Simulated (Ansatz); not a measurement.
Molecule: CH$_{3}$F$_{2}$Si (charge 0, doublet). It need not be the lowest isomer of its formula. SMILES: F[Si](F)C
Coordinates optimised at B3LYP-D3(BJ)/def2-TZVP (Ansatz, a first-principles code):
```xyz
7

Si     0.2100     0.3437    -0.1195
F      0.6961    -0.8367    -1.0924
F      0.7605    -0.0301     1.3413
C     -1.6596     0.3357    -0.0674
H     -2.0711     0.5332    -1.0573
H     -2.0266     1.0916     0.6271
H     -1.9937    -0.6500     0.2681
```
Charge 0, spin multiplicity 2.

Quantity: atomisation energy (electronic, to ground-state atoms), in eV. Valence correlation only, unless marked. Open shells are spin-unrestricted. Spin-orbit coupling is left out. Non-relativistic. The coupled-cluster limit lacks core correlation, which all-electron functionals hold. CBS(X,Y): correlation extrapolated as X^-3; Hartree-Fock from the larger set (for Q and 5 zeta extrapolated as (X+1)exp(-9√X)).

| level | program | atomisation energy (eV) |
|---|---|---|
| HF/6-31G* | Ansatz | 20.87 |

Task: Estimate the value at CCSD(T)/CBS(cc-pV(Q+d)Z,cc-pV(5+d)Z) as computed with Ansatz.

Result: 28.32 eV, so HF/6-31G* differs from it by -7.45 eV.
